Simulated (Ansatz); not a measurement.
Compare A (`BC1(C)C=N1`) with its isomer B (`CB1N=C1C`).

Program: Ansatz. Geometries: PBE0-D4/def2-TZVP. ΔE: electronic, gas phase. CBS: MP2 limit from def2 TZ/QZ plus the TZ coupled-cluster correction, frozen cores. Functionals use def2-TZVPP. B3LYP here is the variant with VWN-RPA as its local correlation; programs differ in this.

**Question.** Which isomer does CCSD(T)/CBS put lower? Give the gap. (An estimate is asked.)

**Answer.** Ansatz gave: B, by 50.5 kcal/mol.

**Question.** Give E(B) − E(A) in kcal/mol with LDA (SPW92), B3LYP-D4, CCSD/def2-TZVPP, CCSD(T)/def2-TZVPP, BLYP-D4, HF/def2-TZVPP, ωB97M-V. (Best estimate.)

**Answer.** Computed: LDA (SPW92) -53.3, B3LYP-D4 -52.0, CCSD/def2-TZVPP -51.5, CCSD(T)/def2-TZVPP -50.1, BLYP-D4 -49.1, HF/def2-TZVPP -57.4, ωB97M-V -53.5. None reverses the order clearly.

**Question.** Does the order hold for the free energy at 298.15 K (harmonic terms from PBE0-D4)? (Estimate.)

**Answer.** The calculation gave: Yes: G(B) − G(A) = -48.9 kcal/mol. Modes under 60 cm⁻¹, often nearly free rotors, make the harmonic entropy too high.

Largest T1 diagnostic: 0.012.

From BLYP to BHLYP (50 % exact exchange), in def2-TZVPP and without D4, E(B) − E(A) moves by −5.4 kcal/mol. In def2-TZVPP, CCSD(T) changes the Hartree–Fock value by +7.3 kcal/mol (the triples alone add +1.4 kcal/mol) and MP2 by +7.3 kcal/mol.
